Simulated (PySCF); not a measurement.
Molecule: tetrafluorogermane, GeF$_{4}$, charge 0, multiplicity 1. 
Coordinates optimised at B3LYP-D3(BJ)/def2-TZVP (Ansatz):
```xyz
5

F      1.3242     0.6104    -0.8770
Ge     0.0000     0.0000     0.0000
F      0.5576    -1.0805     1.1903
F     -1.0535    -0.8160    -1.0581
F     -0.8283     1.2862     0.7448
```

Dispersion corrections to the total energy (kcal/mol) from the dftd3 and dftd4 libraries through PySCF: D3(BJ) without and D4 with the three-body term, each with the damping fitted for the functional named.

```tsv
functional	D3(BJ)	D4
revPBE	-3.56	-6.04
BHLYP	-2.18	-2.45
B2PLYP	-1.27	-1.36
TPSSh	?	-2.41
LC-wPBE	?	-2.21
BP86	-2.42	-2.62
B3LYP	?	-3.22
```

Task: Complete the blanks.

Result: 
- TPSSh, D3(BJ): -1.67
- LC-wPBE, D3(BJ): -1.39
- B3LYP, D3(BJ): -2.64
